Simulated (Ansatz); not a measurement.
`[OH][GeH2][SnH3]` and `[OH][GeH2][I]` differ in one atom or group.

Ansatz, PBE0-D4/def2-TZVP geometries, multiplicity 1. Each molecule was computed in one conformer, which needn't be the lowest.

Elements past krypton have def2 core potentials. Scalar relativity is left out up to krypton. Spin–orbit coupling is left out; it splits and shifts lone-pair levels of the heavy atoms by tenths of an eV.

| property | `[OH][GeH2][SnH3]` |
| --- | --- |
| zero-point energy (PBE0-D4/def2-TZVP) / kJ/mol | 130.1 |
| ideal-gas entropy at 298 K and 1 bar (rigid rotor, harmonic PBE0-D4/def2-TZVP) / J/(mol·K) | 363 |
| HOMO energy (PBE0/def2-TZVPP) / eV | -7.54 |
| HOMO energy (PBE/def2-TZVPP) / eV | -6.34 |
| size of the dipole moment (ωB97M-V/def2-TZVPP) / D | 1.31 |
| HOMO–LUMO gap (PBE/def2-TZVPP) / eV | 5.04 |

Task: Give the same properties after the change, and the shifts. (An estimate is asked.)

Result: The calculation gave: 
```
                                                                                  property  `[OH][GeH2][I]`  shift
                                            zero-point energy (PBE0-D4/def2-TZVP) / kJ/mol             79.6  -50.5
ideal-gas entropy at 298 K and 1 bar (rigid rotor, harmonic PBE0-D4/def2-TZVP) / J/(mol·K)              324    -39
                                                        HOMO energy (PBE0/def2-TZVPP) / eV            -7.68  -0.14
                                                         HOMO energy (PBE/def2-TZVPP) / eV            -6.52  -0.18
                                        size of the dipole moment (ωB97M-V/def2-TZVPP) / D             1.33   0.02
                                                       HOMO–LUMO gap (PBE/def2-TZVPP) / eV             4.75  -0.29
```

With PBE0 the HOMO falls by 0.14 eV and the LUMO falls by 0.42 eV, so the gap narrows by about 0.28 eV. PBE moves the HOMO by -0.18 eV and ωB97M-V by -0.23 eV. The zero-point energy changes by -50.5 kJ/mol with -9 modes. Dipoles are sizes alone; their direction can turn. Modes under 60 cm⁻¹, often nearly free rotors, make the harmonic entropy too high.
